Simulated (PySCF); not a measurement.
**Exact mass, isotope pattern and composition**

Species: `CC/C=C1\C=CO[SiH2]1`.

All values are calculated from tables of isotopes.

Question: Molar mass and exact mass?

Answer: For C6H10OSi, with standard atomic weights, 6 × 12.011 + 1 × 15.999 + 1 × 28.085 + 10 × 1.008 = 126.230 g/mol. From the most abundant isotopes (12C, 16O, 28Si, 1H), 6 × 12.000000 + 1 × 15.994915 + 1 × 27.976927 + 10 × 1.007825 = 126.0501 u.

Question: What cluster does the molecular ion M+• show when like nominal masses merge?

Answer: 
| nominal mass | m/z (centroid) | relative intensity |
| --- | --- | --- |
| 126 | 126.0495 | 100.0 |
| 127 | 127.0513 | 11.7 |
| 128 | 128.0477 | 4.1 |
| 129 | 129.0507 | 0.3 |

Cut off at 0.1 %. One electron mass, 0.00055 u, is taken off. Abundances used (%; other tables differ somewhat): 12C 98.93, 13C 1.07; 16O 99.757, 17O 0.038, 18O 0.205; 28Si 92.2297, 29Si 4.6832, 30Si 3.0872; 1H 99.9885, 2H 0.0115.

Question: Give the mass fraction of each element.

Answer: C 57.09 %, O 12.67 %, Si 22.25 %, H 7.99 %.

Question: Which m/z would the protonated, sodiated and deprotonated molecule have?

Answer: [M+H]+ 127.0574, [M+Na]+ 149.0393, [M−H]− 125.0428, for the monoisotopic species (arithmetic only; whether such ions form is another matter).

Question: What resolving power m/Δm just matches the spacing of the species with one 29Si and with one 13C?

Answer: They lie 0.00379 u apart at mass 127.05, so m/Δm is about 34000.

Question: What share of all molecules is the monoisotopic species?

Answer: 0.9893^6 × 0.99757 × 0.922297 × 0.999885^10 = 86.16 %.

Question: Protons, neutrons, electrons, and exact less nominal mass of the monoisotopic species?

Answer: 68 protons, 58 neutrons and 68 electrons; 126.0501 − 126 = +0.0501 u.
